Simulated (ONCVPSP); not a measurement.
# Ni: excitation energies, all-electron against ONCV

| Property | Result |
| --- | --- |
| Element | nickel (Ni) |
| Generator | ONCVPSP 4.0.1 |
| Type | optimised norm-conserving Vanderbilt (ONCV) |
| Functional | PBE |
| Relativity | scalar-relativistic |
| Frozen core | [Ar] |
| Valence charge | 10 |
| Reference configuration | 3d8 4s1.5 4p0.5 |
| Partial waves | 4s: rc 2.45 bohr, ncon 4, nbas 8, qcut 2.7 1/bohr, 2 projectors, debl 1 Ha; 4p: rc 2.60 bohr, ncon 3, nbas 6, qcut 3.6 1/bohr, 2 projectors, debl 3.3 Ha; 3d: rc 1.30 bohr, ncon 4, nbas 8, qcut 13.7 1/bohr, 2 projectors, debl 1.6 Ha |
| Local potential | polynomial inside 1.25 bohr (lpopt 5, dvloc0 6 Ha) |
| Core correction | Teter function, fcfact 3, rcfact 1.25 |

Energies are relative to the spin-unpolarised reference configuration 3d8 4s1.5 4p0.5; without spin polarisation the order of configurations can differ from experiment.

Question: Give the all-electron excitation energy and the error of the potential for: 3d8 4s2 4p0; 3d8 4s1 4p0; 3d8 4s0 4p0; 3d8 4s1.5 4p0.

Answer:

```json
{"valence configuration": "3d8 4s2 4p0", "charge": "0", "ΔE all-electron (eV)": "-2.253", "error AE − PS (meV)": "+0.1"}
{"valence configuration": "3d8 4s1 4p0", "charge": "+1", "ΔE all-electron (eV)": "7.070", "error AE − PS (meV)": "+0.8"}
{"valence configuration": "3d8 4s0 4p0", "charge": "+2", "ΔE all-electron (eV)": "24.421", "error AE − PS (meV)": "+23"}
{"valence configuration": "3d8 4s1.5 4p0", "charge": "+0.5", "ΔE all-electron (eV)": "1.465", "error AE − PS (meV)": "-0.2"}
```

Levels in the configuration 3d8 4s2 4p0:

```json
{"level": "3d", "all-electron (eV)": "-8.874", "pseudo (eV)": "-8.865"}
{"level": "4s", "all-electron (eV)": "-5.643", "pseudo (eV)": "-5.643"}
```

Note: no bound ghost flagged; GHOST(+) flagged for s at 88.5 eV.
